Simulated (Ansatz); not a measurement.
Species: H$_{6}$BSi$_{2}$, SMILES `[SiH3][B][SiH3]` (charge 0, multiplicity 2), formula H$_{6}$BSi$_{2}$.

**Question.** How many basis functions does frozen-core CCSD(T)/cc-pVTZ // B3LYP-D3(BJ)/def2-TZVP run with Ansatz (a program for electronic structure) use, how many core orbitals are frozen, and how many electrons are correlated?

**Answer.** 182 basis functions and 11 frozen orbitals, which leaves 17 correlated electrons. Core time is of the order of minutes.
